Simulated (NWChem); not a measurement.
System: C4H9O, doublet; SMILES CCC[CH]O

Input file for NWChem:

```
start job
memory heap 200 mb stack 900 mb global 1100 mb
geometry units angstroms noautosym nocenter noautoz
  C     -0.193871    -2.379246     0.191500
  C     -0.304807    -0.976979    -0.384593
  C      0.640108     0.030000     0.288306
  C      0.520559     1.421035    -0.212984
  O     -0.658526     2.034289     0.085346
  H     -0.883469    -3.078490    -0.305946
  H      0.826111    -2.781532     0.077307
  H     -0.430852    -2.388736     1.267800
  H     -1.337310    -0.603909    -0.280554
  H     -0.095752    -0.997269    -1.468603
  H      0.439652     0.027372     1.376220
  H      1.685107    -0.301642     0.163082
  H      1.014485     1.721277    -1.147539
  H     -0.681927     2.897996    -0.337404
end
basis spherical
  * library def2-svp
end
dft
  odft
  mult 2
  xc xpbe96 cpbe96
  iterations 150
end
cosmo
  dielec 78.4
end
task dft energy
```

Output (shortened):

```
             Northwest Computational Chemistry Package (NWChem) 7.3.0
             --------------------------------------------------------

                             Geometry "geometry" -> ""
                             -------------------------

 Output coordinates in angstroms (scale by  1.889725989 to convert to a.u.)

  No.       Tag          Charge          X              Y              Z
 ---- ---------------- ---------- -------------- -------------- --------------
    1 C                    6.0000    -0.19387100    -2.37924600     0.19150000
    2 C                    6.0000    -0.30480700    -0.97697900    -0.38459300
    3 C                    6.0000     0.64010800     0.03000000     0.28830600
    4 C                    6.0000     0.52055900     1.42103500    -0.21298400
    5 O                    8.0000    -0.65852600     2.03428900     0.08534600
    6 H                    1.0000    -0.88346900    -3.07849000    -0.30594600
    7 H                    1.0000     0.82611100    -2.78153200     0.07730700
    8 H                    1.0000    -0.43085200    -2.38873600     1.26780000
    9 H                    1.0000    -1.33731000    -0.60390900    -0.28055400
   10 H                    1.0000    -0.09575200    -0.99726900    -1.46860300
   11 H                    1.0000     0.43965200     0.02737200     1.37622000
   12 H                    1.0000     1.68510700    -0.30164200     0.16308200
   13 H                    1.0000     1.01448500     1.72127700    -1.14753900
   14 H                    1.0000    -0.68192700     2.89799600    -0.33740400

 Effective nuclear repulsion energy (a.u.)     178.4569253542

  pbe96 is a nonlocal functional; adding pw91lda local functional.

                                 NWChem DFT Module
                                 -----------------

 Summary of "ao basis" -> "ao basis" (spherical)
 ------------------------------------------------------------------------------
       Tag                 Description            Shells   Functions and Types
 ---------------- ------------------------------  ------  ---------------------
 C                          def2-svp                 6       14   3s2p1d
 O                          def2-svp                 6       14   3s2p1d
 H                          def2-svp                 3        5   2s1p

 in cosmo_initialize ...

 solvent parameters
 solvname_short: unkn
 solvname_long:  unknown
 dielec:       78.4000

[...]

                                   COSMO solvation results
                                   -----------------------

                 gas phase energy =      -232.529409836744
                 sol phase energy =      -232.536468752881
 (electrostatic) solvation energy =         0.007058916137 (    4.43 kcal/mol)

                    DFT Final Alpha Molecular Orbital Analysis
                    ------------------------------------------

 Vector   19  Occ=1.000000D+00  E=-2.849977D-01
              MO Center= -1.4D-01,  2.4D-01, -5.0D-02, r^2= 4.6D+00
   Bfn.  Coefficient  Atom+Function         Bfn.  Coefficient  Atom+Function
  ----- ------------  ---------------      ----- ------------  ---------------
    62      0.358805   5 O  pz               33     -0.250150   3 C  py
    65      0.244418   5 O  pz               19      0.196945   2 C  py
     5     -0.179086   1 C  py              106      0.177172  13 H  s
    47      0.171337   4 C  py               71      0.169140   6 H  s
    20      0.144610   2 C  pz               91     -0.131344  10 H  s

 Vector   20  Occ=1.000000D+00  E=-2.781787D-01
              MO Center=  5.5D-03, -5.8D-01, -9.3D-02, r^2= 3.6D+00
   Bfn.  Coefficient  Atom+Function         Bfn.  Coefficient  Atom+Function
  ----- ------------  ---------------      ----- ------------  ---------------
    91      0.253768  10 H  s                86     -0.231228   9 H  s
    18      0.212524   2 C  px               96      0.211324  11 H  s
    20     -0.203348   2 C  pz               34      0.172106   3 C  pz
    92      0.165108  10 H  s               101     -0.159300  12 H  s
    76     -0.156480   7 H  s                97      0.156303  11 H  s

 Vector   21  Occ=1.000000D+00  E=-1.188145D-01
              MO Center=  3.4D-01,  1.4D+00, -6.2D-02, r^2= 2.0D+00
   Bfn.  Coefficient  Atom+Function         Bfn.  Coefficient  Atom+Function
  ----- ------------  ---------------      ----- ------------  ---------------
    48      0.365903   4 C  pz               46      0.306473   4 C  px
    17      0.299382   2 C  s                49      0.295255   4 C  px
    51      0.279926   4 C  pz               47      0.263316   4 C  py
    62     -0.255786   5 O  pz               45      0.249825   4 C  s
    65     -0.236918   5 O  pz               50      0.222155   4 C  py

 Vector   22  Occ=0.000000D+00  E= 3.854996D-02
              MO Center= -4.8D-02,  1.1D+00, -4.3D-01, r^2= 8.2D+00
   Bfn.  Coefficient  Atom+Function         Bfn.  Coefficient  Atom+Function
  ----- ------------  ---------------      ----- ------------  ---------------
    17      0.834583   2 C  s               112     -0.822856  14 H  s
    31      0.764363   3 C  s               102     -0.640502  12 H  s
   107     -0.641987  13 H  s                 3      0.634484   1 C  s
    59      0.574699   5 O  s                87     -0.543791   9 H  s
    92     -0.511939  10 H  s                77     -0.413453   7 H  s

 Vector   23  Occ=0.000000D+00  E= 5.311364D-02
              MO Center= -1.8D-01, -4.8D-01,  8.3D-02, r^2= 1.0D+01
   Bfn.  Coefficient  Atom+Function         Bfn.  Coefficient  Atom+Function
  ----- ------------  ---------------      ----- ------------  ---------------
     3      1.765259   1 C  s                82     -0.834149   8 H  s
    72     -0.778836   6 H  s                77     -0.731522   7 H  s
    31      0.637195   3 C  s               112      0.624480  14 H  s
    97     -0.598048  11 H  s                17      0.505927   2 C  s
   107      0.507298  13 H  s                45     -0.492355   4 C  s

[...]
```

Level: PBE/def2-SVP, spin-unrestricted, COSMO on the gas-phase geometry. All runs use the structure optimised with PBE0/def2-SVP, spin-unrestricted. No stability test was run on the SCF state. COSMO prints the solvation energy as gas minus solution, so a positive value is a stabilisation.
